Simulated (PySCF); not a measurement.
5-fluorocyclopenta-1,3-diene (C5H5F), SMILES FC1C=CC=C1.

Geometry: B3LYP-D3(BJ)/def2-SVP. Other conformers were not sampled.

All values below come from PBE/def2-TZVP (PySCF).

Symmetry labels are those of the subgroup Cs that the program uses (full group Cs).

Task: List the valence orbital energies around the gap with their symmetry. (Estimate from the structure and the level; the computed values follow.)

Result: 
```tsv
orbital	symmetry	energy (eV)
HOMO−7	A'	-10.66
HOMO−6	A"	-10.45
HOMO−5	A"	-9.96
HOMO−4	A'	-9.24
HOMO−3	A'	-8.42
HOMO−2	A"	-7.97
HOMO−1	A'	-7.61
HOMO	A"	-5.69
LUMO	A'	-2.32
LUMO+1	A"	0.42
LUMO+2	A'	0.90
LUMO+3	A'	1.43
```
